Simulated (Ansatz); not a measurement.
`C[B]([GeH3])[SeH]` + `F/C=C/Cl` → `CB(Cl)[SeH]` + `F/C=[CH]/[GeH3]`  (formal exchange of groups at a B–Ge bond)

Calculated with Ansatz (gas phase, PBE0-D4/def2-TZVP geometries, no zero-point term in ΔE). CBS: MP2 limit from def2 TZ/QZ plus the TZ coupled-cluster correction, frozen cores. Double bonds are as drawn, so ΔE can hold a change between cis and trans. Functionals use def2-TZVPP. B3LYP here is the variant with VWN-RPA as its local correlation; programs differ in this. For Ge, Se outer-core shells are correlated without core-valence functions, which leaves a few kJ/mol of doubt a bond. Scalar relativity is left out up to krypton. Each species was taken in one conformer, which may not be the lowest.

`C[B]([GeH3])[SeH]`:

Cartesian coordinates in Å:
```
C -0.673 0.896 -0.997
B 0.376 0.176 -0.094
Ge -0.183 -1.314 1.229
Se 2.245 0.578 -0.108
H -1.452 1.350 -0.373
H -1.196 0.158 -1.617
H -0.265 1.668 -1.653
H 0.998 -1.893 2.030
H -0.857 -2.479 0.476
H -1.217 -0.778 2.239
H 2.224 1.639 -1.133
```

`F/C=C/Cl`:

Cartesian coordinates in Å:
```
F 0.098 0.083 -1.811
C -0.361 -0.116 -0.576
C 0.400 0.132 0.474
Cl -0.171 -0.117 2.069
H -1.379 -0.483 -0.542
H 1.413 0.500 0.386
```

`CB(Cl)[SeH]`:

```xyz
8

C     0.281   -0.452    0.766
B     0.016    0.701   -0.244
Cl    0.526    2.340    0.155
Se   -0.846    0.512   -1.961
H     1.357   -0.528    0.960
H    -0.181   -0.211    1.729
H    -0.081   -1.427    0.439
H    -1.071   -0.935   -1.846
```

`F/C=[CH]/[GeH3]`:

```xyz
9

F    -1.264   -2.089   -1.308
C    -0.957   -0.926   -0.723
C     0.230   -0.685   -0.198
Ge    0.625    1.010    0.638
H    -1.797   -0.240   -0.744
H     0.983   -1.467   -0.247
H     1.002    0.802    2.114
H     1.802    1.694   -0.076
H    -0.624    1.901    0.544
```

| level | ΔE (eV) |
| --- | --- |
| PBE0-D4 | -1.51 |
| B2PLYP | -1.60 |
| PBE | -1.45 |
| B3LYP | -1.54 |
| HF/def2-TZVPP | -1.73 |
| CCSD(T)/def2-TZVPP | -1.59 |
| SCS-MP2/def2-QZVPP | -1.65 |
| HF/CBS(def2) | -1.73 |

**Question.** What does CCSD(T)/CBS give? (Best estimate.)

**Answer.** The calculation gave: -1.57 eV. The listed levels differ from it by 0.06, -0.03, 0.12, 0.03, -0.16, -0.02, -0.08, -0.16 eV.

Largest T1 diagnostic among the species: 0.012.

In def2-TZVPP, CCSD(T) changes the Hartree–Fock value by +0.14 eV (the triples alone add +0.02 eV) and MP2 by +0.05 eV. From PBE to PBE0 (25 % exact exchange), in def2-TZVPP and without D4, ΔE moves by −0.07 eV.
